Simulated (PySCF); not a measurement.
A species of formula C6H8FOP has this rotational fingerprint, computed with PBE0/pcSseg-1 in PySCF (dipole) on a GFN2-xTB geometry, gas phase:

```
Rotational constants : A = 2655, B = 695.8, C = 657.6 MHz
Dipole components    : |μa| = 0.93 D, |μb| = 1.44 D, |μc| = 0.18 D
Inertial defect      : -148.21 u·Å²
κ                    : -0.96
```

Question: Which structure is it? (One computed conformer of each.)
A. `[CH3:1][C:2]1=[C:3]([F:4])[P@@:5]1(=[O:6])[CH:7]1[CH2:8][CH2:9]1` with C3–P5–C7–C8 -122°
B. `[CH3:1][O:2][C:3]([F:4])=[C:5]=[P:6][CH:7]1[CH2:8][CH2:9]1` with C1–O2–C3–F4 10°, C5–P6–C7–C8 35°
C. `[CH:1]#[C:2][P@@:3]1(=[O:4])[CH2:5][C@H:6]([F:7])[C@H:8]1[CH3:9]` with C2–P3–C5–C6 89°, P3–C5–C6–F7 138°, C5–C6–C8–C9 -143°, C2–P3–C8–C6 -89°
D. `[CH3:1][O:2][c:3]1[cH:4][cH:5][c:6]([F:7])[p:8]1[CH3:9]` with C1–O2–C3–C4 -2°
E. `[CH2:1]=[CH:2][CH2:3][P@:4]1(=[O:5])[C:6]([CH3:7])=[C:8]1[F:9]` with C1–C2–C3–P4 -104°, C2–C3–P4–O5 -177°

Answer: B. It is COC(F)=C=PC1CC1, a near-prolate asymmetric top, point group C1. The candidates at the same level (rigid rotor, commonest isotopes):

```
                       SMILES  A (MHz)  B (MHz)  C (MHz)  μa (D)  μb (D)  μc (D)  Δ (u·Å²)  point group                        rotor
      CC1=C(F)[P@@]1(=O)C1CC1     2281    891.5    823.3    0.18    1.57    3.65   -174.67           C1  near-prolate asymmetric top
              COC(F)=C=PC1CC1     2655    695.8    657.6    0.93    1.44    0.18   -148.21           C1  near-prolate asymmetric top
        C=CC[P@]1(=O)C(C)=C1F     1465     1140    932.9    2.30    3.35    0.87   -246.39           C1               asymmetric top
C#C[P@@]1(=O)C[C@H](F)[C@H]1C     1946     1074    965.2    0.01    3.39    2.25   -206.84           C1               asymmetric top
                COc1ccc(F)p1C     2560     1011    794.3    2.60    0.47    1.49    -61.03           C1               asymmetric top
```

`CC1=C(F)[P@@]1(=O)C1CC1` has B 28 % too high; `C=CC[P@]1(=O)C(C)=C1F` has B 64 % too high; `C#C[P@@]1(=O)C[C@H](F)[C@H]1C` has B 54 % too high; `COc1ccc(F)p1C` has B 45 % too high. No structure here is proved a minimum.
